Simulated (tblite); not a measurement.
C2H11BSeSi2.
Bonds: C1–B2, B2–C3, B2–Si4, Si4–Se5, Se5–Si6. Hydrogens: H7, H8, H9 on C1; H10, H11, H12 on C3; H13, H14 on Si4; H15, H16, H17 on Si6.

Computed with GFN2-xTB (tblite), gas phase: L-BFGS steps from a force-field or distance-geometry start until the largest atomic force falls under 0.01 eV/Å.

The end geometry, which sets the zero of energy:
```
atom  x, y, z in Å
C1     -1.9156    1.3284    0.5345
B2     -1.4903   -0.1110    0.0880
C3     -2.5648   -1.1515   -0.3961
Si4     0.4081   -0.6354    0.1253
Se5     1.7363    1.2878    0.2125
Si6     3.8276    0.4219    0.2615
H7     -2.9164    1.6318    0.2343
H8     -1.8857    1.3718    1.6262
H9     -1.2077    2.0909    0.2043
H10    -2.3275   -2.1814   -0.1361
H11    -2.5903   -1.1195   -1.4876
H12    -3.5779   -0.9387   -0.0603
H13     0.9585   -1.3688   -1.0285
H14     0.8684   -1.4188    1.2853
H15     3.9351   -0.4393    1.4331
H16     4.6991    1.5827    0.3454
H17     4.0361   -0.3390   -0.9653
```

Problem. These geometries come from the run, each turned onto the end geometry. Order them by energy, lowest first.
A.
```
atom  x, y, z in Å
C1     -1.8694    1.3812    0.3377
B2     -1.4552   -0.1146    0.1359
C3     -2.5002   -1.1809   -0.3620
Si4     0.3785   -0.7113    0.5449
Se5     1.7813    1.1244    0.9289
Si6     3.7644    0.4783    0.0425
H7     -2.7413    1.7023   -0.2284
H8     -2.1165    1.5149    1.3939
H9     -1.0521    2.0772    0.1460
H10    -2.3474   -2.1670    0.0734
H11    -2.3800   -1.3100   -1.4398
H12    -3.5376   -0.8944   -0.2013
H13     1.1074   -1.4658   -0.4876
H14     0.5463   -1.5181    1.7633
H15     3.9147   -0.9554    0.2597
H16     4.7614    1.2622    0.7532
H17     3.7386    0.7889   -1.3840
```
B.
```
atom  x, y, z in Å
C1     -1.8899    1.4090    0.3496
B2     -1.4870   -0.0898    0.3396
C3     -2.3713   -1.2039   -0.2933
Si4     0.3266   -0.6789    0.6744
Se5     1.7875    1.1308    1.0369
Si6     3.7009    0.4648    0.0324
H7     -2.6982    1.6348   -0.3441
H8     -2.1943    1.7875    1.3301
H9     -1.0235    2.0024    0.0867
H10    -2.1188   -2.2150    0.0190
H11    -2.1235   -1.1725   -1.3530
H12    -3.4480   -1.0978   -0.2558
H13     0.7946   -1.2658   -0.5967
H14     0.5495   -1.6502    1.7578
H15     3.7644   -0.9845    0.1668
H16     4.8167    1.1133    0.6997
H17     3.6073    0.8276   -1.3736
```
C.
```
atom  x, y, z in Å
C1     -1.9575    1.3545    0.5171
B2     -1.4960   -0.0875    0.1145
C3     -2.5351   -1.1588   -0.3836
Si4     0.3985   -0.6141    0.2386
Se5     1.7578    1.2903    0.1874
Si6     3.8460    0.4047    0.1546
H7     -2.9306    1.6484    0.1286
H8     -2.0293    1.3987    1.6065
H9     -1.2295    2.1219    0.2486
H10    -2.3836   -2.1344    0.0773
H11    -2.3869   -1.3203   -1.4530
H12    -3.5779   -0.8786   -0.2475
H13     0.9675   -1.4374   -0.8419
H14     0.8225   -1.3110    1.4659
H15     3.8475   -0.7771    1.0124
H16     4.7074    1.4546    0.6753
H17     4.1721    0.0581   -1.2245
```
D.
```
atom  x, y, z in Å
C1     -1.9030    1.3255    0.5712
B2     -1.4899   -0.1075    0.0920
C3     -2.5661   -1.1428   -0.3993
Si4     0.4051   -0.6416    0.1173
Se5     1.7312    1.2802   -0.0083
Si6     3.8167    0.4307    0.2200
H7     -2.8886    1.6537    0.2470
H8     -1.9128    1.3319    1.6642
H9     -1.1730    2.0864    0.2881
H10    -2.4005   -2.1432   -0.0008
H11    -2.4808   -1.2453   -1.4829
H12    -3.5950   -0.8586   -0.1890
H13     0.9236   -1.4799   -0.9773
H14     0.8991   -1.3131    1.3336
H15     3.7756   -0.5461    1.3012
H16     4.6498    1.5794    0.5373
H17     4.2014   -0.1978   -1.0379
```
E.
```
atom  x, y, z in Å
C1     -1.9349    1.3617    0.4454
B2     -1.4889   -0.1067    0.1348
C3     -2.5244   -1.1764   -0.3683
Si4     0.3970   -0.6251    0.3606
Se5     1.7438    1.2847    0.4866
Si6     3.8087    0.4228    0.1143
H7     -2.8717    1.6705   -0.0154
H8     -2.0756    1.4605    1.5253
H9     -1.1624    2.0898    0.1910
H10    -2.3867   -2.1626    0.0702
H11    -2.3633   -1.3200   -1.4383
H12    -3.5665   -0.8941   -0.2337
H13     1.0324   -1.4121   -0.7107
H14     0.7582   -1.3640    1.5834
H15     3.8915   -0.8926    0.7375
H16     4.7356    1.3630    0.7217
H17     4.0002    0.3125   -1.3278
```

Solution. D (0.004 eV), C (0.008 eV), E (0.014 eV), A (0.028 eV), B (0.175 eV).

In the order of the answer:

| step | E above end (eV) | largest force (eV/Å) | rms force component (eV/Å) | rms distance from end (Å) | rms bond change (Å) | bond most changed (Å) |
| --- | --- | --- | --- | --- | --- | --- |
| 142 | 0.004 | 0.02 | 0.006 | 0.137 | 0.001 | C3–H10 +0.001 |
| 107 | 0.008 | 0.05 | 0.012 | 0.242 | 0.001 | Se5–Si6 +0.005 |
| 95 | 0.014 | 0.07 | 0.023 | 0.353 | 0.001 | Se5–Si6 +0.004 |
| 53 | 0.028 | 0.03 | 0.012 | 0.569 | 0.001 | Si4–Se5 +0.003 |
| 5 | 0.175 | 0.40 | 0.139 | 0.643 | 0.011 | B2–Si4 -0.034 |

What follows is the cost of the whole relaxation. Hardware: Arm Neoverse N1, one thread, shared host with 64 logical CPUs at a one-minute load of 59. Cost: 2.5 s.
